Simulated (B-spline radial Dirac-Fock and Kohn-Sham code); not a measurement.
Core-level shifts of cerium with charge state

The computed values come from an atomic code on a B-spline grid: Dirac-Fock ΔSCF + Breit + QED. Each ion is free and in its tabulated ground configuration. Electron correlation is not included.

Reference: Ce, [Xe] 4f1 5d1 6s2, with L2 (2p1/2) 6174.7 eV, M1 (3s) 1450.7 eV, M2 (3p1/2) 1285.9 eV, M5 (3d5/2) 894.1 eV, O3 (5p3/2) 26.64 eV, Kα1 (K-L3) 34717.0 eV, Kβ1 (K-M3) 39253.1 eV, Lα1 (L3-M5) 4839.5 eV. Shifts from it, in eV (a dash: the subshell is empty, belongs to an open shell averaged over j, or its hole state is left out as unreliable):

| ion | configuration | L2 (2p1/2) | M1 (3s) | M2 (3p1/2) | M5 (3d5/2) | O3 (5p3/2) | Kα1 | Kβ1 | Lα1 |
| --- | --- | --- | --- | --- | --- | --- | --- | --- | --- |
| Ce⁺ | [Xe] 4f1 5d2 | +3.8 | +3.7 | +3.8 | +3.8 | +4.3 | +0.14 | +0.13 | -0.03 |
| Ce²⁺ | [Xe] 4f2 | ? | ? | ? | ? | ? | ? | ? | ? |
| Ce³⁺ | [Xe] 4f1 | +25.6 | +25.5 | +25.5 | +25.5 | +23.5 | -0.05 | +0.09 | +0.13 |
| Ce⁴⁺ | [Kr] 4d10 5s2 5p6 | +48.2 | +49.7 | +49.6 | +49.4 | +37.9 | -1.07 | -2.41 | -1.12 |

Q: Give the missing shifts for Ce²⁺.

A: L2 (2p1/2) +5.7, M1 (3s) +4.1, M2 (3p1/2) +4.2, M5 (3d5/2) +4.4, O3 (5p3/2) +10.2, Kα1 +0.84, Kβ1 +2.29, Lα1 +1.25 (eV).

Over this range L2 (2p1/2) moves by +48.2 eV and Kα1 by -1.1 eV: a line is a difference of two levels that shift in the same direction.
